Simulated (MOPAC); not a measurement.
MOPAC input (AM1):

```
AM1 FORCE THERMO(298,298) PRECISE LET CHARGE=-1 GEO-OK AUX(PRECISION=9) THREADS=1
C5H9O

C    -2.72810831 1   -0.15715691 1   -0.32818338 1
C    -1.30794485 1   -0.38532516 1   -0.77809628 1
C    -0.32481542 1    0.52883590 1   -0.05908529 1
C     1.05435042 1    0.33091973 1   -0.51154661 1
C     2.09529639 1    0.02222912 1    0.33812361 1
O     2.07341212 1   -0.15337175 1    1.59666734 1
H    -2.82425074 1   -0.34046134 1    0.76943143 1
H    -3.43227497 1   -0.84145813 1   -0.86145387 1
H    -3.04162924 1    0.89543572 1   -0.53218790 1
H    -1.01916303 1   -1.45145703 1   -0.58860679 1
H    -1.23318809 1   -0.21457404 1   -1.88381443 1
H    -0.39416969 1    0.34370371 1    1.04717786 1
H    -0.65957176 1    1.59227294 1   -0.23535334 1
H     1.24348561 1    0.44995748 1   -1.58166068 1
H     3.09780798 1   -0.08426654 1   -0.16612739 1
```

From the output:

```
     H   15   0.023974   0.028529   5.077960

          HEAT OF FORMATION =     -63.717612 KCALS/MOLE

          ZERO POINT ENERGY      82.128 KCAL/MOL

           NORMAL COORDINATE ANALYSIS (Total motion = 1 Angstrom)

   Root No.       1         2         3         4         5         6         7         8

                 1 A       2 A       3 A       4 A       5 A       6 A       7 A       8 A

                  48.8      66.6     159.9     203.9     274.5     376.4     472.3     700.1

           1   -0.0131    0.0056   -0.0014   -0.0012   -0.0243   -0.0230    0.0519    0.0050
           2   -0.0029    0.0162   -0.0004   -0.0483    0.0087   -0.0348    0.0258    0.0015
           3   -0.0203    0.0591    0.0089    0.0021    0.0013    0.0004   -0.0005   -0.0011
           4   -0.0130    0.0056   -0.0013   -0.0031   -0.0212   -0.0233    0.0414    0.0025
           5   -0.0130    0.0016   -0.0017    0.0251   -0.0375    0.0458    0.0001   -0.0004
           6   -0.0396   -0.0458   -0.0344   -0.0121   -0.0136   -0.0017   -0.0020    0.0034
           7   -0.0042    0.0170   -0.0010   -0.0278   -0.0040    0.0182   -0.0361   -0.0131
           8   -0.0170   -0.0032   -0.0020    0.0374   -0.0416    0.0255    0.0237    0.0052
           9    0.0509   -0.0368    0.0097   -0.0360   -0.0475    0.0009    0.0012    0.0150
          10   -0.0044    0.0178   -0.0010   -0.0258   -0.0053    0.0251   -0.0431   -0.0115
          11   -0.0253   -0.0143   -0.0014    0.0086    0.0057   -0.0419   -0.0427   -0.0191
          12    0.0339    0.0017    0.0072    0.0175    0.0264    0.0219    0.0323    0.0539
          13    0.0093   -0.0068    0.0007   -0.0015   -0.0044    0.0175   -0.0258    0.0386
          14    0.0067   -0.0087    0.0009   -0.0382    0.0542    0.0317    0.0074   -0.0127
          15    0.0006    0.0183    0.0043    0.0283   -0.0055   -0.0218   -0.0258    0.0009
          16    0.0244   -0.0356    0.0037    0.0479    0.0539   -0.0125    0.0018   -0.0153
          17    0.0462    0.0056    0.0043    0.0267    0.0054   -0.0224   -0.0179   -0.0041
          18   -0.0196   -0.0013    0.0032    0.0029    0.0459    0.0031   -0.0004   -0.0264
          19    0.0019    0.0743    0.0261   -0.0215    0.0038   -0.0620    0.0746   -0.0014
          20   -0.0688   -0.0339    0.1934   -0.0744    0.0193   -0.0656    0.0448    0.0073
          21    0.0250    0.1185   -0.0935    0.0085    0.0074    0.0007   -0.0005   -0.0075
          22   -0.0199   -0.0042   -0.0019    0.0551   -0.0599    0.0541    0.0129   -0.0032
          23   -0.0008    0.0197    0.0014   -0.0705    0.0228   -0.0661    0.0422    0.0050
          24   -0.0946    0.0249    0.2447    0.0017    0.0024    0.0025    0.0009   -0.0046
          25   -0.0209   -0.0526   -0.0282   -0.0385   -0.0164   -0.0638    0.0719    0.0194
          26    0.0689    0.0746   -0.1951   -0.0666    0.0258   -0.0682    0.0433    0.0030
          27    0.0242    0.1179   -0.0908    0.0081    0.0077   -0.0001   -0.0005   -0.0075
          28   -0.0052    0.0622    0.0229    0.0262   -0.0281   -0.0136    0.0633    0.0239
          29   -0.0795   -0.0320   -0.0360    0.0507   -0.0264    0.0461    0.0117   -0.0407
          30   -0.0831   -0.0898   -0.0649   -0.0079   -0.0048   -0.0030   -0.0052   -0.0334
          31   -0.0287   -0.0607   -0.0264    0.0101   -0.0432   -0.0166    0.0585   -0.0038
          32    0.0473    0.0287    0.0317    0.0256   -0.0649    0.0496    0.0169    0.0514
          33   -0.0833   -0.0899   -0.0650   -0.0078   -0.0048   -0.0039   -0.0045   -0.0337
          34    0.0102   -0.0005    0.0033   -0.0615   -0.0685    0.0295   -0.0659   -0.0976
          35   -0.0743    0.0028   -0.0317    0.0674    0.0028    0.0510    0.0369    0.0783
          36    0.0909   -0.0471    0.0296   -0.0696   -0.1005   -0.0108   -0.0212   -0.0709
          37   -0.0126    0.0423   -0.0057    0.0073    0.0428    0.0631   -0.0095    0.0762
          38    0.0471   -0.0029    0.0280    0.0039   -0.0958    0.0395    0.0078   -0.0704
          39    0.0927   -0.0484    0.0302   -0.0712   -0.1049   -0.0115   -0.0206   -0.0793
          40   -0.0162    0.0376   -0.0020   -0.0247    0.0289    0.0196   -0.0622   -0.0586
          41   -0.0538   -0.0274   -0.0022   -0.0315    0.0291   -0.0815   -0.1455    0.2943
          42    0.0453    0.0219    0.0070    0.0412    0.0272    0.0456    0.0859   -0.1786
          43    0.0069   -0.0020    0.0004   -0.0038   -0.0097    0.0167   -0.0320    0.0327
          44   -0.0048   -0.0176   -0.0007   -0.1459    0.1272    0.1376    0.0549    0.0415
          45   -0.0095    0.0545    0.0025    0.0520   -0.0961   -0.0657   -0.0901   -0.0240

   Root No.       9        10        11        12        13        14        15        16

                 9 A      10 A      11 A      12 A      13 A      14 A      15 A      16 A

                 723.9     789.4     931.3     948.6     988.1    1098.8    1186.4    1194.4

           1   -0.0113    0.0013   -0.0026   -0.0001    0.0200   -0.0031    0.0102    0.0014
           2   -0.0039    0.0014   -0.0056   -0.0004    0.0479   -0.0093   -0.0156   -0.0042
           3   -0.0009    0.0041    0.0191    0.0004    0.0060    0.0166   -0.0014   -0.0429
           4   -0.0038    0.0002   -0.0005   -0.0002    0.0037   -0.0005   -0.0118   -0.0032
           5   -0.0215    0.0064   -0.0067    0.0007    0.0209    0.0047    0.0318    0.0098
           6    0.0061    0.0324    0.0061   -0.0002   -0.0037   -0.0265    0.0172    0.0299
           7   -0.0130    0.0106   -0.0109   -0.0001    0.0011    0.0220    0.0192    0.0074
           8    0.0027   -0.0037    0.0083    0.0018   -0.0428   -0.0029   -0.0311   -0.0123
           9    0.0122    0.0117   -0.0356   -0.0024   -0.0029    0.0385   -0.0173    0.0090
          10   -0.0044    0.0052   -0.0014   -0.0015   -0.0169    0.0020   -0.0238   -0.0055
          11    0.0677   -0.0069   -0.0043    0.0428    0.0140    0.0134    0.0251    0.0067
          12    0.0151   -0.0243    0.0163   -0.0275    0.0130   -0.0118    0.0281    0.0045
          13    0.0704   -0.0299    0.0187    0.0049    0.0015   -0.0233   -0.0148   -0.0036
          14    0.0086   -0.0013    0.0028   -0.1227   -0.0025   -0.0041   -0.0043   -0.0012
          15   -0.0054   -0.0008    0.0028    0.0814   -0.0028   -0.0060   -0.0065   -0.0011
          16   -0.0217    0.0081   -0.0032   -0.0011   -0.0020    0.0024   -0.0008   -0.0004
          17   -0.0232    0.0057   -0.0014    0.0289   -0.0043   -0.0008   -0.0117   -0.0011
          18   -0.0200    0.0091   -0.0023   -0.0193   -0.0065   -0.0012   -0.0176   -0.0019
          19   -0.0143   -0.1006   -0.1179   -0.0009   -0.1441   -0.0560    0.0641    0.1574
          20    0.0097   -0.0008    0.0113    0.0007   -0.0655    0.0079    0.0198    0.0077
          21   -0.0110   -0.0446   -0.0487   -0.0007   -0.0083   -0.0204    0.0066    0.0275
          22   -0.0415    0.0159   -0.0417   -0.0033    0.2922   -0.0467   -0.0543   -0.0144
          23    0.0086   -0.0052    0.0108    0.0009   -0.0707    0.0096    0.0144    0.0039
          24   -0.0083   -0.0429   -0.0519   -0.0008   -0.0121   -0.0195    0.0085    0.0233
          25    0.0200    0.0887    0.1492    0.0035   -0.0724    0.0909    0.0433   -0.1317
          26    0.0057   -0.0096    0.0094    0.0008   -0.0659    0.0089    0.0212    0.0049
          27   -0.0102   -0.0452   -0.0481   -0.0007   -0.0137   -0.0203    0.0034    0.0280
          28    0.0089    0.0798    0.1215   -0.0008   -0.0220    0.0282   -0.0464    0.2336
          29   -0.0751   -0.1320    0.0498    0.0004    0.0063    0.0970   -0.0206    0.1085
          30   -0.0374   -0.0965   -0.0147   -0.0002    0.0039    0.0242    0.0012   -0.0135
          31   -0.0286   -0.0850   -0.1019   -0.0016   -0.0719   -0.0265    0.0487   -0.2158
          32    0.0286    0.1390   -0.0463   -0.0005   -0.0493   -0.0827    0.1184   -0.0643
          33   -0.0370   -0.0981   -0.0138   -0.0000    0.0038    0.0229   -0.0177   -0.0202
          34   -0.0872    0.0231    0.0203    0.0023   -0.0499   -0.1325    0.0233    0.0184
          35    0.0468    0.0853   -0.0984   -0.0057   -0.0859   -0.0193   -0.0837    0.0043
          36   -0.0509   -0.0411    0.0494    0.0032    0.0081   -0.0214    0.0262    0.0065
          37    0.0052    0.0114   -0.0472   -0.0054    0.0030    0.2183    0.0842    0.0218
          38   -0.0858   -0.0818    0.1099   -0.0004   -0.0281    0.0293    0.0522   -0.0197
          39   -0.0546   -0.0420    0.0546    0.0006    0.0003   -0.0425    0.0022   -0.0028
          40   -0.0370    0.0165    0.0112    0.0036   -0.0124   -0.0544    0.1322   -0.0134
          41   -0.1850   -0.0234    0.0256   -0.0718   -0.0013   -0.0314    0.0563   -0.0015
          42    0.1540   -0.0045    0.0028    0.0490    0.0218   -0.0147    0.0925    0.0046
          43    0.0671   -0.0270    0.0175   -0.0155   -0.0030   -0.0239   -0.0304   -0.0073
          44   -0.0238   -0.0118    0.0148    0.5444   -0.0177   -0.0285   -0.0627   -0.0138
          45    0.0494   -0.0048    0.0047   -0.3589   -0.0158   -0.0170   -0.0812   -0.0158

   Root No.      17        18        19        20        21        22        23        24

                17 A      18 A      19 A      20 A      21 A      22 A      23 A      24 A

                1210.7    1228.3    1232.5    1277.7    1330.1    1390.4    1398.1    1401.5

           1   -0.0182   -0.0414   -0.0353    0.0187    0.0063   -0.0140    0.0033    0.0053
           2    0.0104    0.0130    0.0051    0.0023    0.0140   -0.0135    0.0004   -0.0259
           3   -0.0158    0.0026    0.0010   -0.0020   -0.0001   -0.0012   -0.0415    0.0003
           4    0.0200    0.0437    0.0300   -0.0214   -0.0295    0.0398   -0.0016   -0.0057
           5   -0.0277   -0.0338    0.0200   -0.0093   -0.0319    0.0526   -0.0023   -0.0136
           6    0.0417   -0.0113   -0.0006   -0.0027    0.0004    0.0001   -0.0009    0.0004
           7    0.0017    0.0276   -0.0169   -0.0326   -0.0423   -0.0250    0.0014    0.0129
           8    0.0299    0.0308   -0.0317    0.0223   -0.0178   -0.0399    0.0010   -0.0034
           9   -0.0224    0.0096    0.0040    0.0255    0.0029    0.0012    0.0004   -0.0012
          10    0.0118   -0.0151    0.0123    0.0237   -0.0044   -0.0051   -0.0004    0.0036
          11   -0.0038    0.0121   -0.0078   -0.0135    0.0038   -0.0009   -0.0001    0.0017
          12   -0.0075    0.0253   -0.0108   -0.0195   -0.0120   -0.0056    0.0003    0.0024
          13   -0.0050   -0.0204    0.0047   -0.0046    0.0102    0.0043    0.0002   -0.0001
          14   -0.0004   -0.0042    0.0005   -0.0010   -0.0001   -0.0014    0.0002    0.0009
          15   -0.0012   -0.0055    0.0016   -0.0013   -0.0008   -0.0015    0.0002    0.0017
          16    0.0012    0.0000    0.0014    0.0059    0.0007    0.0026   -0.0002   -0.0021
          17    0.0014   -0.0097    0.0014   -0.0056    0.0022    0.0002    0.0000    0.0004
          18    0.0021   -0.0146    0.0018   -0.0087    0.0032    0.0002    0.0001    0.0007
          19    0.0051   -0.1103   -0.0608    0.0322   -0.0072   -0.0146   -0.1354   -0.0577
          20   -0.0198   -0.0238    0.0080   -0.0005    0.0020    0.0281   -0.2111    0.1860
          21    0.0145   -0.0125   -0.0126    0.0065    0.0005   -0.0240    0.0485   -0.1417
          22    0.0201   -0.0106   -0.0456    0.0410    0.0813   -0.0501   -0.0068    0.0978
          23   -0.0076   -0.0025    0.0132   -0.0082   -0.0186    0.0091    0.0065   -0.0457
          24    0.0242   -0.0061    0.0007    0.0008    0.0019    0.0104    0.4078   -0.0004
          25   -0.1152   -0.0886   -0.0534    0.0222   -0.0059   -0.0098    0.1208   -0.0577
          26   -0.0163   -0.0249    0.0093   -0.0003    0.0033    0.0389    0.2026    0.1872
          27    0.0207    0.0053    0.0119   -0.0055    0.0002    0.0263    0.0479    0.1391
          28   -0.0076    0.0663    0.1510   -0.0159    0.1081   -0.0122    0.0049   -0.0134
          29   -0.1461   -0.0114    0.1205    0.0082    0.0453   -0.1510    0.0120    0.0360
          30   -0.0289   -0.0119    0.0089    0.0066   -0.0086   -0.0897    0.0028    0.0314
          31    0.0166    0.0353    0.1662   -0.0710    0.1118   -0.0185   -0.0106   -0.0111
          32    0.0446   -0.0797    0.1262   -0.0451    0.0486   -0.1540    0.0046    0.0391
```

The dipole moment of an ion depends on the origin.
